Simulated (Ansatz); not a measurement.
Basis-set extrapolation for C3H9AlO (PBE0-D4/def2-TZVP geometry, frozen core, Ansatz). Multiplicity 1, RHF reference.

|  | def2-TZVPP | def2-QZVPP |
| --- | --- | --- |
| HF | -435.710915 | -435.727329 |
| MP2 correlation | -0.853162 | -0.911614 |
| CCSD(T) correlation | -0.936786 | not run |

Energies in hartree. Use E(X) = E(∞) + A·exp(−7.88·√X) for Hartree–Fock and E(X) = E(∞) + B·X^(−2.97) for correlation, with X = 3 and 4, and add CCSD(T) minus MP2 of the smaller set to the MP2 limit.

Question: What is the CCSD(T) energy at the basis-set limit?

Answer: HF limit: -435.727329 + (-0.016414) × 0.13774 = -435.72959. MP2 limit: -0.911614 + (-0.058452) × 0.74074 = -0.95491. Higher-order term: -0.936786 − (-0.853162) = -0.08362. Total: -436.76812 hartree, 316.2 kJ/mol below CCSD(T)/def2-TZVPP.
